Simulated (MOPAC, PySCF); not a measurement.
C₃H₆Si, SMILES `[SiH3]C1=CC1`, neutral singlet in the gas phase. 

Cartesian coordinates (Å):
SMILES: [SiH3]C1=CC1
```xyz
10

Si     1.6731     0.0270     0.1982
C     -0.1556     0.1728     0.2062
C     -1.2546     0.8537     0.2946
C     -1.4740    -0.5996     0.0882
H      2.0969    -0.8844     1.2864
H      2.3001     1.3544     0.3912
H      2.1135    -0.5461    -1.0949
H     -1.7204     1.8147     0.4270
H     -1.7834    -0.9689    -0.8874
H     -1.7957    -1.2237     0.9195
```
Charge 0, spin multiplicity 1.

All levels are single points at this geometry (B3LYP-D3(BJ)/def2-TZVP); Pople sets use spherical d functions. Orbital energies aren't observables, and empty levels follow the basis.

HF/3-21G in PySCF gives dipole (D) = 0.65.

Q: Estimate the dipole (D) from each of these levels: B3LYP-D3(BJ)/def2-TZVP in PySCF; B3LYP/6-311+G** in PySCF; B3LYP/6-31G* in PySCF; B3LYP/LANL2DZ in PySCF; BP86/6-31G* in PySCF; M06-2X/6-31G* in PySCF; PBE/6-31G* in PySCF; SVWN5/6-31G* in PySCF; HF/6-31G* in PySCF; AM1 in MOPAC; PM3 in MOPAC; PM7 in MOPAC.

A: 
| level | dipole (D) |
|---|---|
| B3LYP-D3(BJ)/def2-TZVP in PySCF | 0.55 |
| B3LYP/6-311+G** in PySCF | 0.50 |
| B3LYP/6-31G* in PySCF | 0.56 |
| B3LYP/LANL2DZ in PySCF | 0.31 |
| BP86/6-31G* in PySCF | 0.56 |
| M06-2X/6-31G* in PySCF | 0.53 |
| PBE/6-31G* in PySCF | 0.55 |
| SVWN5/6-31G* in PySCF | 0.52 |
| HF/6-31G* in PySCF | 0.66 |
| AM1 in MOPAC | 0.38 |
| PM3 in MOPAC | 0.51 |
| PM7 in MOPAC | 0.40 |
